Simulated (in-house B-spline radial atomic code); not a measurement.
**The argon ion Ar⁵⁺: [Ne] 3s2 3p1**

Method: Dirac-Kohn-Sham PBEsol, spherical fractional occupations, Fermi nucleus of rms radius 3.4274 fm. Calculated with a B-spline radial code for spherical atoms.

Effective charges: Z_r = [3n² - l(l+1)]/(2<r>) from the radius, Z_e = n√(-2ε) from the energy, and Slater's rules. Values are occupation-weighted means over j.

```csv
shell,electrons,ε (eV),<r> (bohr),Z_r,Z_e,Slater
1s,2,-3209.2,0.0858,17.48,15.36,17.70
2s,2,-385.93,0.4124,14.55,10.65,13.85
2p,6,-319.66,0.3741,13.37,9.69,13.85
3s,2,-98.398,1.219,11.07,8.07,8.50
3p,1,-81.911,1.282,9.75,7.36,8.50
```

The least bound orbital is 3p3/2 at -81.81 eV, and it is also the most diffuse (<r> = 1.283 bohr).

Spin-orbit splittings of the orbital energies (j = l + 1/2 above j = l - 1/2 when positive): 2p 2.261 eV, 3p 0.3054 eV.

For the 1s electron the small component carries 0.411 % of the norm, the zero-frequency Breit interaction raises the level by 2.54 eV, self-energy by 1.155 eV, and vacuum polarisation lowers it by 0.08091 eV.
